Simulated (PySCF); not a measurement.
Cards and structures have been mixed up. Pair them.

Structures:
1. `[NH2][Cu]<-[AsH3]`
2. `[CH3][Be][I]`
3. `c1coc(c1)F`
4. `CCOC(F)F`
5. `CS(=O)(=O)CB(O)O`

Card P (geometry PBE0-D3(BJ)/def2-SVP):
* Rotational constants A, B, C: 3.218, 1.142, 1.066 GHz
* Static isotropic polarisability (CAM-B3LYP/def2-SVPD): 71.5 au
* Point group: C1
* HOMO energy (CAM-B3LYP/def2-SVPD): -10.16 eV
* Dipole moment (CAM-B3LYP/def2-SVPD): 3.71 D

Card Q (geometry PBE0-D3(BJ)/def2-SVP):
* Rotational constants A, B, C: 73.718, 1.520, 1.515 GHz
* Static isotropic polarisability (B3LYP/def2-SVPD): 71.8 au
* Strongest line among the 15 lowest singlet transitions (TDDFT B3LYP/def2-SVPD): S3 at 3.75 eV (331 nm, f = 0.091)
* Lowest singlet excitation (TDDFT B3LYP/def2-SVPD): 3.29 eV (377 nm, f = 0.003)
* HOMO energy (B3LYP/def2-SVPD): -5.15 eV

Card R (geometry PBE0-D3(BJ)/def2-SVP):
- Rotational constants A, B, C: 8.229, 1.994, 1.710 GHz
- Static isotropic polarisability (CAM-B3LYP/def2-SVPD): 45.8 au
- Point group: C1
- Vertical ionisation energy (ΔSCF CAM-B3LYP/def2-SVPD): 11.35 eV
- Dipole moment (CAM-B3LYP/def2-SVPD): 3.04 D
- Largest of the computed one-bond spin–spin couplings (means over like bonds) (B3LYP/pcJ-1, spin–dipole term left out for some pairs): 19F–13C -319.1 (×2), 13C–1H +215.9, 13C–1H +145.9 (×2), 13C–1H +134.4 (×3), 13C–13C +42.7, 17O–13C +21.7, 17O–13C +21.0 Hz

Card S (geometry PBE0-D3(BJ)/def2-SVP):
* Rotational constants A, B, C: 159.287, 2.138, 2.138 GHz
* Static isotropic polarisability (CAM-B3LYP/def2-SVPD): 62.9 au
* HOMO energy (CAM-B3LYP/def2-SVPD): -9.14 eV
* Point group: C3v
* Vertical ionisation energy (ΔSCF CAM-B3LYP/def2-SVPD): 10.34 eV
* Lowest triplet excitation (Tamm–Dancoff) (TDA CAM-B3LYP/def2-SVPD): 5.80 eV
* Lowest singlet excitation (TDDFT CAM-B3LYP/def2-SVPD): 6.18 eV (201 nm, f = 0.000)

Card T (geometry PBE0-D3(BJ)/def2-SVP):
- Rotational constants A, B, C: 9.295, 3.718, 2.656 GHz
- Static isotropic polarisability (CAM-B3LYP/def2-SVPD): 47.1 au
- Lowest triplet excitation (Tamm–Dancoff) (TDA CAM-B3LYP/def2-SVPD): 4.07 eV
- Strongest line among the 10 lowest singlet transitions (TDDFT CAM-B3LYP/def2-SVPD): S8 at 8.35 eV (149 nm, f = 0.239)
- Core binding energies (ΔSCF SCAN, pcX-2 on the ionised atom, pcseg-1 elsewhere, spin-free X2C): C1s 290.9, C1s 290.9, C1s 291.9, C1s 294.3, O1s 540.6, F1s 694.0 eV

Each SMILES stands for a single optimised conformer of the isolated species (atoms past krypton carry core potentials, spin–orbit coupling is left out). Electronic properties by PySCF.

Q: Which card belongs to which structure?

A: P = 5, Q = 1, R = 4, S = 2, T = 3. What ties each card to its structure:
- 1 (card Q), AsCuH5N, monoisotopic mass 156.9 u, 3 heavy atoms: a nearly prolate symmetric top with C = 1.515 GHz; polarisability 71.8 au for 74 electrons.
- 2 (card S), CH3BeI, monoisotopic mass 150.9 u, 3 heavy atoms: point group C3v; a prolate symmetric top with C = 2.138 GHz; polarisability 62.9 au for 66 electrons.
- 3 (card T), C4H3FO, monoisotopic mass 86.0 u, 6 heavy atoms: core lines of C, F and O; an asymmetric top with C = 2.656 GHz, the highest such constant on the cards; polarisability 47.1 au for 44 electrons.
- 4 (card R), C3H6F2O, monoisotopic mass 96.0 u, 6 heavy atoms: an asymmetric top with C = 1.710 GHz; polarisability 45.8 au for 50 electrons; dipole 3.04 D.
- 5 (card P), C2H7BO4S, monoisotopic mass 138.0 u, 8 heavy atoms: an asymmetric top with C = 1.066 GHz, the lowest such constant on the cards; polarisability 71.5 au for 72 electrons; dipole 3.71 D.
